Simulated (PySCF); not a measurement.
1,2,2-trisilylethylsilane (C₂H₁₄Si₄), SMILES [SiH3]C([SiH3])C([SiH3])[SiH3]. The structure is a stationary point at ωB97X-D3(BJ)/def2-SVP. Other conformers were not sampled.

Problem. Give the equilibrium geometry at ωB97X-D3(BJ)/def2-SVP (PySCF confirms it by a frequency run) as bond lengths and angles, and its point group. (The exact figures need the calculation; the answer reports its results.)

Solution. One answer among several that fit: point group C2.
Atoms: Si1 C2 Si3 C4 Si5 Si6 H7 H8 H9 H10 H11 H12 H13 H14 H15 H16 H17 H18 H19 H20. Bonds (Å): Si1–C2 1.888, Si1–H7 1.493, Si1–H8 1.491, Si1–H9 1.494, C2–Si3 1.890, C2–C4 1.558, C2–H10 1.108, Si3–H11 1.492, Si3–H12 1.493, Si3–H13 1.491, C4–Si5 1.888, C4–Si6 1.890, C4–H14 1.108, Si5–H15 1.493, Si5–H16 1.494, Si5–H17 1.491, Si6–H18 1.493, Si6–H19 1.491, Si6–H20 1.492. Bond angles (°): C2–Si1–H7 110.3, C2–Si1–H8 111.0, C2–Si1–H9 109.1, H7–Si1–H8 108.7, H7–Si1–H9 109.2, H8–Si1–H9 108.4, Si1–C2–Si3 109.7, Si1–C2–C4 111.3, Si1–C2–H10 104.1, Si3–C2–C4 115.9, Si3–C2–H10 105.1, C4–C2–H10 109.9, C2–Si3–H11 108.4, C2–Si3–H12 110.0, C2–Si3–H13 112.0, H11–Si3–H12 108.6, H11–Si3–H13 109.1, H12–Si3–H13 108.6, C2–C4–Si5 111.3, C2–C4–Si6 115.9, C2–C4–H14 109.9, Si5–C4–Si6 109.7, Si5–C4–H14 104.1, Si6–C4–H14 105.1, C4–Si5–H15 110.3, C4–Si5–H16 109.1, C4–Si5–H17 111.0, H15–Si5–H16 109.2, H15–Si5–H17 108.7, H16–Si5–H17 108.4, C4–Si6–H18 110.0, C4–Si6–H19 112.0, C4–Si6–H20 108.4, H18–Si6–H19 108.6, H18–Si6–H20 108.6, H19–Si6–H20 109.1.
